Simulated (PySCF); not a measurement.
Telling isomers of C$_{7}$H$_{4}$FN apart by NMR

Fast rotation and ring inversion assumed for equivalent nuclei, single conformer, non-relativistic Hamiltonian, in vacuum. Spin–spin couplings from B3LYP/pcJ-1 (spin–dipole term left out of most H,H and C,H couplings); PBE0-D3(BJ)/def2-SVP geometry; PBE0/pcSseg-1 with gauge-including orbitals; PySCF 2.14.

References, each an isolated molecule treated in the same way: ¹H and ¹³C against TMS. Multiplet labels drop J under 1 Hz and among equivalent protons, and merge close values. Unscaled 3J(H,H) run several per cent high. One-bond C–F couplings are unscaled and too large by tens of Hz. Shifts are as computed. Against solution values, carbons near 30 ppm lie about +2 ppm off and those near 130 ppm about +5 ppm. Of 1309 compounds with measured shifts, 239 miss one by over three times the rms of a fit or turn the order of signals round; such compounds aren't used in these exercises.

(1) Tabulate the signals of `N#Cc1ccccc1F`, `N#Cc1ccc(F)cc1` and their relative energies.

(2) What is the quickest way to tell N#Cc1ccccc1F from N#Cc1ccc(F)cc1?

## Answers

(1) 
```json
{"SMILES": "N#Cc1ccccc1F", "carbon types": "3×C 4×CH", "δC": "172.3, 141.2, 139.6, 128.9, 121.4, 119.4, 106.6", "δH": "7.70 (ddd, 1H), 7.62 (m, 1H), 7.31 (t, 1H), 7.27 (dd, 1H)", "E rel. (kcal/mol)": "1.6"}
{"SMILES": "N#Cc1ccc(F)cc1", "carbon types": "3×C 4×CH", "δC": "172.2, 141.8, 123.5, 121.5, 113.3", "δH": "7.76 (dd, 2H), 7.23 (dd, 2H)", "E rel. (kcal/mol)": "0.0"}
```

Energies are electronic energies at PBE0/pcSseg-1 on these geometries, without zero-point or thermal terms, each for the one conformer computed, which needn't be the lowest.

(2) Count the carbon signals: 7 against 5. The first has an aromatic CH at 128.9 ppm, the second a substituted aromatic carbon (C) at 113.3 ppm. Their most deshielded carbons lie at 172.3 and 172.2 ppm.
